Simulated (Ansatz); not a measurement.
Reaction (formal exchange of groups at a C–C bond): `C/C=C(\N)F` + BH₃ → `B/C=C(/N)F` + CH₄

Isolated molecules relaxed with PBE0-D4/def2-TZVP in Ansatz; ΔE leaves out vibrations. CCSD(T)/CBS adds triple-zeta CCSD(T) − MP2 to the extrapolated MP2 energy (def2 sets, frozen cores). This one scheme is used for every species. Double bonds are as drawn, so ΔE can hold a change between cis and trans. Functionals use def2-TZVPP. Each species was taken in one conformer, which may not be the lowest.

`C/C=C(\N)F`:

Z-matrix (Å, degrees):
```
C
C 1 1.491
H 1 1.096 2 112.4
H 1 1.093 2 110.8 3 119.6
H 1 1.094 2 112.4 3 -121.0
C 2 1.328 1 124.6 3 100.6
H 2 1.083 1 119.0 3 -77.5
F 6 1.342 2 120.0 1 178.0
N 6 1.377 2 129.9 1 -5.6
H 9 1.010 6 113.7 2 142.4
H 9 1.007 6 114.1 2 11.4
```

BH₃:

Z-matrix (Å, degrees):
```
B
H 1 1.193
H 1 1.193 2 120.0
H 1 1.193 2 120.0 3 180.0
```

`B/C=C(/N)F`:

Z-matrix (Å, degrees):
```
B
C 1 1.499
H 1 1.197 2 121.0
H 1 1.198 2 120.0 3 179.9
C 2 1.357 1 123.5 3 -0.1
H 2 1.087 1 122.2 3 179.9
F 5 1.325 2 121.7 1 -0.3
N 5 1.342 2 128.1 1 178.7
H 8 1.004 5 119.7 2 172.4
H 8 1.002 5 119.6 2 6.5
```

CH₄:

Cartesian coordinates in Å:
```
C 0.000 0.000 0.000
H -0.878 -0.641 0.077
H 0.590 -0.082 0.912
H -0.316 1.034 -0.137
H 0.604 -0.311 -0.852
```

| level | ΔE (kJ/mol) |
| --- | --- |
| B97M-V | -133.8 |
| ωB97X-V | -114.7 |
| revPBE | -129.2 |
| r2SCAN | -133.4 |

Question: What does CCSD(T)/CBS give? (Best estimate.)

Answer: The calculation gave: -111.5 kJ/mol. The listed levels differ from it by -22.3, -3.2, -17.7, -21.9 kJ/mol.

Largest T1 diagnostic among the species: 0.013.

From PBE to PBE0 (25 % exact exchange), in def2-TZVPP and without D4, ΔE moves by +5.9 kJ/mol. Leaving LDA and LC-ωPBE aside and taking each functional with its dispersion term where it has one, the values spread over 19.1 kJ/mol, from B97M-V to ωB97X-V. LDA lies −6.2 kJ/mol from PBE without D4.
